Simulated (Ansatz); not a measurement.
`[NH2][Cd][F]` + HBr → `[NH2][Cd][Br]` + H–F at 400 K and 1 bar (ligand exchange at a Cd–F bond).

Program: Ansatz. Geometries: PBE0-D4/def2-TZVP. ΔE: electronic, gas phase. CBS: MP2 limit from def2 TZ/QZ plus the TZ coupled-cluster correction, frozen cores. This one scheme is used for every species. def2 core potentials past Kr. For Br, Cd outer-core shells are correlated without core-valence functions, which leaves a few kJ/mol of doubt a bond. Scalar relativity is left out up to krypton. Each species was taken in one conformer, which may not be the lowest.

```json
{"species": "`[NH2][Cd][F]`", "CCSD(T)/CBS energy (Eh)": "-323.42384", "H − E (kJ/mol)": "91.3", "S (J/(mol·K))": "312.8"}
{"species": "HBr", "CCSD(T)/CBS energy (Eh)": "-2573.91920", "H − E (kJ/mol)": "27.6", "S (J/(mol·K))": "207.2"}
{"species": "`[NH2][Cd][Br]`", "CCSD(T)/CBS energy (Eh)": "-2796.98951", "H − E (kJ/mol)": "90.1", "S (J/(mol·K))": "337.4"}
{"species": "H–F", "CCSD(T)/CBS energy (Eh)": "-100.39570", "H − E (kJ/mol)": "36.5", "S (J/(mol·K))": "182.2"}
```

H − E and S are ideal-gas, rigid-rotor, harmonic terms from PBE0-D4/def2-TZVP, for one conformer and one mirror image of each species. 1 Eh = 2625.50 kJ/mol, R = 8.31446 J/(mol·K).

Problem. By hand: ΔE, ΔH, ΔS and ΔG.

Solution. ΔE = (-2796.98951) + (-100.39570) − (-323.42384) − (-2573.91920) = -0.04217 Eh = -110.7 kJ/mol. Δ(H − E) = 90.1 + 36.5 − 91.3 − 27.6 = 7.7, so ΔH = -103.0 kJ/mol. ΔS = 337.4 + 182.2 − 312.8 − 207.2 = -0.4 J/(mol·K). ΔG = -103.0 − 400 × (-0.4)/1000 = -102.8 kJ/mol.

Problem. By hand: the equilibrium constant, and the temperature at which ΔG would vanish if ΔH and ΔS stayed fixed.

Solution. log₁₀ K = −ΔG/(RT ln 10) = 13.4. ΔG = 0 at ΔH/ΔS = 257500 K, far beyond where these terms or the molecules hold.

The number of gas molecules stays the same, so ΔS is small and ΔH decides. A doubt of 5 kJ/mol in ΔE shifts log₁₀ K by 0.7 here. Other conformers and mirror images would add mixing entropy, several J/(mol·K) or more a flexible species. These are equilibria of isolated gas molecules and say nothing of rates. Largest T1 diagnostic: 0.016 (customary marks: 0.02 for closed shells, 0.045 for open ones).
